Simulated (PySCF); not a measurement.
How methods differ on the excitation energy of Mg⁺

Mg⁺ [Ne] 3s1 (2S) → Mg⁺ [Ne] 3d1 (2D), as a difference of total energies. Calculation: PySCF 2.14, in aug-cc-pCVTZ; the non-relativistic Hamiltonian (point nucleus). Correlated levels: valence and next inner shell: 1s2 frozen; nothing frozen. The calculations carry no spin-orbit coupling.

```
                                method  excitation energy (eV)  error (eV)
                                   UHF                   8.642      -0.222
                                   LDA                   8.717      -0.147
                                   PBE                   8.450      -0.414
                                  PBE0                   8.518      -0.346
                                r2SCAN                   8.457      -0.407
                               wB97X-V                   8.728      -0.136
                               r2SCANh                   8.505      -0.359
                                PBEsol                   8.428      -0.436
    MP2 (valence and next inner shell)                   8.811      -0.053
SCS-MP2 (valence and next inner shell)                   8.775      -0.089
                   MP2 (all electrons)                   8.809      -0.055
               SCS-MP2 (all electrons)                   8.773      -0.091
```

Reference: 8.864 eV (measured; NIST levels, between the centres of gravity of the two terms).

Errors of the correlated levels include the incompleteness of this basis and the frozen core.
